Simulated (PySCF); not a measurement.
# Electron correlation in Rh⁺ (rhodium, charge +1)

[Kr] 4d7 5s1, high-spin 5F determinant (an excited configuration). Calculation: PySCF 2.14, in x2c-TZVPPall with one added diffuse shell each of s, p, d, f type (9s7p7d3f1g, 95 functions); the spin-free X2C one-electron Hamiltonian (Gaussian nucleus). Frozen: [Ar] 3d10; 16 electrons correlated.

MP2 pair energies summed by pair of shells (mhartree):

| pair | energy | share (%) |
| --- | --- | --- |
| 4p-4d | -169.23 | 35.2 |
| 4d-4d | -153.92 | 32.0 |
| 4p-4p | -58.05 | 12.1 |
| 4d-5s | -31.06 | 6.5 |
| 4s-4p | -27.16 | 5.6 |
| 4s-4d | -26.29 | 5.5 |
| 4p-5s | -9.98 | 2.1 |
| 4s-4s | -4.40 | 0.9 |
| 4s-5s | -0.74 | 0.2 |

Total MP2 correlation energy: -480.84 mhartree.

Same-spin part -162.36 and opposite-spin part -318.48 mhartree; SCS-MP2 scales them by 1/3 and 6/5 to -436.30 mhartree.

This basis was not built for core-valence correlation, so the inner-shell part is incomplete.
